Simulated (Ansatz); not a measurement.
Mulliken charges of `C#[C][Sn]([Cl])([Cl])[C]#C` from ωB97M-V/def2-TZVPP in Ansatz (PBE0-D4/def2-TZVP geometry).

```json
{"atom": "C1", "x (Å)": "0.782", "y (Å)": "-2.672", "z (Å)": "0.736", "charge (e)": "-0.033"}
{"atom": "C2", "x (Å)": "0.547", "y (Å)": "-1.646", "z (Å)": "0.151", "charge (e)": "-0.514"}
{"atom": "Sn3", "x (Å)": "0.149", "y (Å)": "0.098", "z (Å)": "-0.854", "charge (e)": "1.207"}
{"atom": "Cl4", "x (Å)": "-1.349", "y (Å)": "-0.335", "z (Å)": "-2.547", "charge (e)": "-0.292"}
{"atom": "Cl5", "x (Å)": "2.087", "y (Å)": "0.855", "z (Å)": "-1.840", "charge (e)": "-0.292"}
{"atom": "C6", "x (Å)": "-0.610", "y (Å)": "1.575", "z (Å)": "0.351", "charge (e)": "-0.514"}
{"atom": "C7", "x (Å)": "-1.056", "y (Å)": "2.445", "z (Å)": "1.054", "charge (e)": "-0.033"}
{"atom": "H8", "x (Å)": "0.990", "y (Å)": "-3.581", "z (Å)": "1.254", "charge (e)": "0.235"}
{"atom": "H9", "x (Å)": "-1.450", "y (Å)": "3.216", "z (Å)": "1.677", "charge (e)": "0.235"}
```

Q: By hand: the dipole of these point charges (1 e Å = 4.8032 D).

A: Σ q r = (-0.102, -0.075, 0.622) e Å, of length 0.635 e Å = 3.05 D.

Q: How does the dipole of the full density compare? (Best estimate.)

A: Ansatz gave: (-0.094, -0.069, 0.574) e Å, 2.81 D; the point charges give 1.09 times that, at 0° from its direction.

Point charges leave out the atoms' own dipoles, such as those of lone pairs, and Mulliken's split depends on the basis, so the close match here is no proof of good charges.
